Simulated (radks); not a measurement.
Results of a calculation; reference values are marked as such.
All-electron atom: V3+ in [Ar] 3d2.

Level of theory: Dirac Kohn-Sham, PBE, spin-unpolarised, spherical densities, point nucleus; open shells fill j = l - 1/2 first (a radial shooting solver on a logarithmic mesh with Libxc functionals).

Energy parts (eV):
total: -25773.234
kinetic: 26052.391
electron-nucleus: -60706.347
Hartree: 10085.324
exchange-correlation: -1204.602

Orbitals (lengths in bohr, moments of r in powers of bohr):
| orbital | occ. | eigenvalue (eV) | <r^4> | <r> | small-component weight |
|---|---|---|---|---|---|
| 1s1/2 | 2 | -5398.272 | 0.00009070 | 0.06644 | 6.80e-03 |
| 2s1/2 | 2 | -637.4232 | 0.02214 | 0.3080 | 1.20e-03 |
| 2p1/2 | 2 | -542.6533 | 0.01719 | 0.2722 | 1.18e-03 |
| 2p3/2 | 4 | -535.5556 | 0.01778 | 0.2749 | 1.17e-03 |
| 3s1/2 | 2 | -103.7588 | 1.630 | 0.9371 | 2.58e-04 |
| 3p1/2 | 2 | -77.8419 | 2.234 | 0.9886 | 2.26e-04 |
| 3p3/2 | 4 | -76.9763 | 2.301 | 0.9962 | 2.24e-04 |
| 3d3/2 | 2 | -36.9889 | 6.372 | 1.178 | 1.48e-04 |
| 3d5/2 | 0 | -36.9045 | 6.424 | 1.181 | 1.48e-04 |

The highest occupied level is 3d3/2 at -36.989 eV. Summed over all electrons, <r^2> = 13.20 bohr^2, which gives a Langevin (diamagnetic) susceptibility term of -10.5 x 10^-6 cm^3/mol.
